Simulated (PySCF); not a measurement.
PySCF 2.14 output of an unrestricted PBE calculation on a single atom or ion in aug-cc-pVDZ-PP with ECP28MDF (5s4p3d, 32 functions), with scalar relativity through the core potential:

```
SCF conv_tol = 1e-09
number electrons alpha = 14  beta = 11
    J. P. Perdew, K. Burke, and M. Ernzerhof.,  Phys. Rev. Lett. 77, 3865 (1996)
    J. P. Perdew, K. Burke, and M. Ernzerhof.,  Phys. Rev. Lett. 78, 1396 (1997)
    J. P. Perdew, K. Burke, and M. Ernzerhof.,  Phys. Rev. Lett. 77, 3865 (1996)
    J. P. Perdew, K. Burke, and M. Ernzerhof.,  Phys. Rev. Lett. 78, 1396 (1997)
cycle= 1 E= -295.326611157671  delta_E= -0.00551  |g|= 0.0119  |ddm|= 0.396
cycle= 2 E= -295.326705331629  delta_E= -9.42e-05  |g|= 0.00678  |ddm|= 0.0843
cycle= 3 E= -295.326737172329  delta_E= -3.18e-05  |g|= 0.00154  |ddm|= 0.0331
cycle= 4 E= -295.326737920293  delta_E= -7.48e-07  |g|= 1.32e-05  |ddm|= 0.00321
cycle= 5 E= -295.326737920483  delta_E= -1.9e-10  |g|= 5.61e-07  |ddm|= 5.95e-05
converged SCF energy = -295.326737920483  <S^2> = 3.7518111  2S+1 = 4.0009054
```

The run itself started from symmetry-adapted Hartree-Fock orbitals and held the occupation by maximum overlap, on a logarithmic radial grid, so the iterations belong to that start.

Task: Which element, charge and spin multiplicity is this?

Result: I (iodine, neutral), multiplicity 4; the state was [Kr] 4d10 5s2 5p4 5d1, one real determinant (an excited configuration).

⟨L²⟩ = 8.01 against 12 for a pure F term, so this real determinant mixes terms. Energies and moments cover only the electrons outside the core potential. The outer electron is Rydberg-like, and this basis confines it to a smaller radius and binds it less than a complete one would. At PBE the highest occupied level has a positive energy, so only the finite basis holds that electron; for this excited configuration the basis is too tight for the outer shell.
